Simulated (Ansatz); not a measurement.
Coupled-cluster diagnostics for Mg₂N₂, Ansatz.

Geometry of the singlet (r2SCAN-D4/def2-TZVP):

Cartesian coordinates in Å:
```
Mg -0.3114 -0.5713 1.2582
Mg -0.1933 0.5612 -1.2862
N 0.2027 1.1162 0.5062
N 0.3020 -1.1061 -0.4783
```

Correlated methods freeze 4 core orbitals; core or outer-core shells of Mg are correlated, in sets that lack core-valence functions. The structure comes from a short search, and lower isomers may exist.

Geometry of the charge 0 triplet (r2SCAN-D4/def2-TZVP):

| atom | x (Å) | y (Å) | z (Å) |
| --- | --- | --- | --- |
| Mg1 | -0.083 | 0.744 | -1.086 |
| Mg2 | 0.083 | -0.743 | 1.086 |
| N3 | -0.727 | 1.018 | 0.752 |
| N4 | 0.726 | -1.018 | -0.752 |

Geometry of the charge 0 quintet (r2SCAN-D4/def2-TZVP):

Cartesian coordinates in Å:
```
Mg -1.398 0.227 0.407
Mg 1.398 -0.227 -0.407
N 0.432 0.350 1.290
N -0.432 -0.350 -1.290
```

**Question.** Estimate the CCSD(T) correlation energy, the shares of MP2 and (T), T1 and the reference's ⟨S²⟩ for: charge 0, singlet, own geometry in def2-TZVPP; charge 0, triplet, own geometry in def2-TZVPP; charge 0, quintet, own geometry in def2-TZVPP; charge 1, doublet, vertical in def2-TZVPP; and the rough time on 4 threads of Arm Neoverse V2 on a shared host.

**Answer.** 
```tsv
state	basis	correlation (eV)	MP2 share (%)	(T) share (%)	T1	⟨S²⟩ (pure)	wall time	remarks
charge 0, singlet, own geometry	def2-TZVPP	-24.565	95.8	5.5	0.044	0.00 (0.00)	26 s	large T1, restricted SCF unstable
charge 0, triplet, own geometry	def2-TZVPP	-21.550	82.3	5.0	0.162	3.57 (2.00)	27 s	flagged by the program, large T1, spin-contaminated
charge 0, quintet, own geometry	def2-TZVPP	-19.925	85.5	3.9	0.132	6.87 (6.00)	27 s	flagged by the program, large T1, spin-contaminated
charge 1, doublet, vertical	def2-TZVPP	-20.452	87.5	3.8	0.059	2.08 (0.75)	67 s	large T1, spin-contaminated
```
Customary marks for T1 are 0.02 (closed shells), 0.045 (open shells) and about 0.05 (3d metals). T1 exceeds 0.02 in 4 of 4 rows and 0.045 in 3; the higher it lies, the less the single-reference result can be trusted.
